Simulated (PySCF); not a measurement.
MoO2Cl, SMILES [O]=[Mo]([Cl])=[O] (connectivity only; charge and spin as stated), neutral, multiplicity 2.

Geometry optimised at PBE-D3(BJ)/def2-SVP. A frequency run showed that this geometry is not a minimum. The multiplicity is an assumed one; other spin states were not compared. The isomer is the one that the SMILES or the coordinates give; other isomers of the formula were not compared. The def2 effective core potentials stand for the cores of Mo; spin–orbit coupling is left out.

Calculation: PBE-D3(BJ)/def2-SVP (PySCF).

Frequencies are harmonic and unscaled.

| mode | ν (cm⁻¹) | IR (km/mol) | moving atoms (share of kinetic energy) |
|---|---|---|---|
| 1 | 101i | 20.6 | O 55 %, Mo 37 %, Cl 8 % |
| 2 | 145 | 4.2 | O 57 %, Cl 25 %, Mo 18 % |
| 3 | 293 | 3.1 | O 71 %, Cl 28 % |
| 4 | 429 | 30.8 | Cl 50 %, Mo 30 %, O 20 % |
| 5 | 974 | 165.9 | O 80 %, Mo 20 % |
| 6 | 1003 | 74.2 | O 89 %, Mo 11 % |
